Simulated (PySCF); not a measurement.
## [SmH2]+ at several levels of theory

Computed with PySCF 2.14.0 (density fitting, no spin-orbit coupling) at the geometry relaxed with PBE0:

```xyz
3
[SmH2]+ (singlet in the valence; each metal's 4f electrons, 5 of them, lie in its core potential, out of spins and levels)
Sm    0.0000    0.0000   -0.1813
H     1.5613    0.0000    0.9867
H    -1.5613    0.0000    0.9867
```

```tsv
level	basis	state	HOMO (eV)	gap (eV)	charge on Sm1 (e)	population of f-type functions on Sm1 (polarisation alone where 4f lies in the core)	dipole about the centre of mass (D)	largest force component (eV/Å)
PBE0	Sm lcecp-1-SVP with ECP51, H def2-SVP	singlet	-12.62	4.98	1.25	0.02	4.33	0.00
HF	the same	singlet	-15.36	10.27	1.49	0.02	5.44	0.19
wB97X	the same	singlet	-14.91	9.51	1.30	0.02	4.84	0.04
```

In the lcecp rows the 4f levels are missing from HOMO and gap, and the state counts the valence alone.

Charges are Mulliken's, which hang on the basis. The relaxation used the grid (50, 194), these runs (75, 302) or, all-electron (x2c bases, spin-free X2C Hamiltonian), (99, 590).

Q: What does PBE0 with Sm lcecp-1-TZVP with ECP51, H def2-TZVP give here?

A: state singlet, HOMO (eV) -12.61, gap (eV) 5.00, charge on Sm1 (e) 1.32, population of f-type functions on Sm1 (polarisation alone where 4f lies in the core) 0.02, dipole about the centre of mass (D) 4.41, largest force component (eV/Å) 0.05. Time: 2.8 s on 2 threads of Arm Neoverse V1, on a shared host, from free ions and atoms.

In the first row's basis the gap widens with exact exchange: 5.0 eV for PBE0 (a fixed share); 9.5 to 10.3 eV for wB97X, Hartree–Fock (rising or full at long range).

An lcecp potential fixes the number of 4f electrons, so in runs with it no electron can move into or out of that shell.
